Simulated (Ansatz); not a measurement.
`C[CH](C)[Ga]([Cl])[O][SiH3]`, relaxed with RKS PBE0-D4/def2-TZVP in Ansatz from a GFN2-xTB geometry. The force threshold is 0.005 eV/Å; the program also tests the step.

Charge 0, multiplicity 1.

Start:

```xyz
17

C    -0.529   -0.885    1.509
C    -1.107   -0.779    0.104
C    -1.480   -2.123   -0.502
Ga    0.275    0.170   -1.145
Cl    0.867   -0.230   -3.128
O     1.095    1.577   -0.460
Si    2.012    2.872   -0.112
H    -0.180    0.091    1.849
H    -1.294   -1.239    2.202
H     0.310   -1.581    1.534
H    -1.990   -0.131    0.131
H    -2.264   -2.598    0.088
H    -0.618   -2.791   -0.529
H    -1.845   -1.999   -1.523
H     1.131    3.803    0.599
H     2.518    3.451   -1.359
H     3.100    2.391    0.743
```

**Question.** How much energy does the relaxation release, and in how many steps? (Estimate.)

**Answer.** Computed: 23.77 kJ/mol, in 53 steps, 5 of them rejected.

**Question.** Which bonds change most? (Estimate.)

**Answer.** The calculation gave: C2–Ga4 from 2.091 to 1.965 Å; Ga4–Cl5 from 2.108 to 2.153 Å; Si7–H16 from 1.465 to 1.489 Å; Si7–H17 from 1.466 to 1.489 Å.

**Question.** Give the relaxed structure. (Estimate.)

**Answer.** The calculation gave: 
```xyz
17

C    -0.897   -0.901    1.599
C    -1.125   -0.813    0.094
C    -1.220   -2.182   -0.567
Ga    0.238    0.320   -0.755
Cl    0.999    0.022   -2.747
O     0.965    1.717    0.069
Si    2.081    2.862   -0.278
H    -0.835    0.083    2.068
H    -1.717   -1.450    2.075
H     0.027   -1.437    1.835
H    -2.063   -0.272   -0.084
H    -2.042   -2.759   -0.128
H    -0.305   -2.763   -0.423
H    -1.397   -2.112   -1.642
H     2.231    3.740    0.912
H     1.659    3.693   -1.438
H     3.401    2.251   -0.592
```
